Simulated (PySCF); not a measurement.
# Radial density of Ge (germanium, neutral)

UHF, [Ar] 3d10 4s2 4p2, high-spin 3P determinant. Computed with PySCF 2.14 in cc-pVDZ-DK (5s4p2d, 27 functions), with the spin-free X2C one-electron Hamiltonian (Gaussian nucleus).

```
r (bohr)  4πr²ρ (e/bohr)  4πr²(ρα − ρβ)
0.000627          0.1921         0.0000
 0.00105          0.4964         0.0000
 0.00177           1.198         0.0000
 0.00298           2.844         0.0000
 0.00502           6.491        -0.0001
 0.00844           13.70        -0.0001
  0.0142           25.19         0.0000
  0.0239           36.86         0.0013
  0.0402           38.10         0.0075
  0.0676           31.54         0.0242
   0.114           41.25         0.0358
   0.191           40.52        -0.0011
   0.322           22.63         0.0194
   0.541           28.97         0.0635
   0.910           12.64         0.0048
    1.53           2.903         0.4942
    2.57           1.502         0.7743
    4.33          0.2996         0.2353
    7.28        0.005122         0.0049
```

Densities and radii are taken from the X2C orbitals without a picture-change correction, which distorts them close to the nucleus.
